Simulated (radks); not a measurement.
Task: Radial electron density D(r) = 4 pi r^2 rho(r) of an atom or ion with 31 electrons. Method: scalar-relativistic Kohn-Sham, Slater X-alpha with alpha = 0.864, spin-polarised, spherical densities, finite nucleus; Fermi nuclear charge, rms radius of each element as measured or else 0.836 A^(1/3) + 0.57 fm; computed with a radial shooting solver on a logarithmic mesh with Libxc functionals.

```
   r/bohr * D(r) (the largest magnitude, 45.9, reaches the edge; | marks zero)
 0.005345 |       *
 0.007016 |           *
  0.00921 |                *
  0.01209 |                        *
  0.01587 |                                *
  0.02083 |                                        *
  0.02734 |                                             *
  0.03588 |                                              *
   0.0471 |                                          *
  0.06182 |                                      *
  0.08115 |                                       *
   0.1065 |                                               *
   0.1398 |                                                      *
   0.1835 |                                                  *
   0.2409 |                                   *
   0.3162 |                           *
    0.415 |                               *
   0.5447 |                                  *
    0.715 |                         *
   0.9385 |            *
    1.232 |     *
    1.617 |  *
    2.122 | *
    2.786 |*
    3.656 *
    4.799 *
      6.3 *
    8.269 *
```

What is the nuclear charge?

Result: Z = 32. The innermost maximum, from 1s, lies near gamma/Z bohr with gamma = sqrt(1 - (Z/c)^2) = 0.972, here 0.0304 bohr (found: 0.0329), and its height grows with Z. The density is that of the germanium ion Ge+ in [Ar] 3d10 4s2 4p1; the configuration itself is not fixed sharply by these data, and Z only to about a unit. D(r) has 3 maxima, at r = 0.0329, 0.148, 0.511 bohr, and minima at 0.0691, 0.324 bohr, inside which lie 2.08, 10.99 electrons.
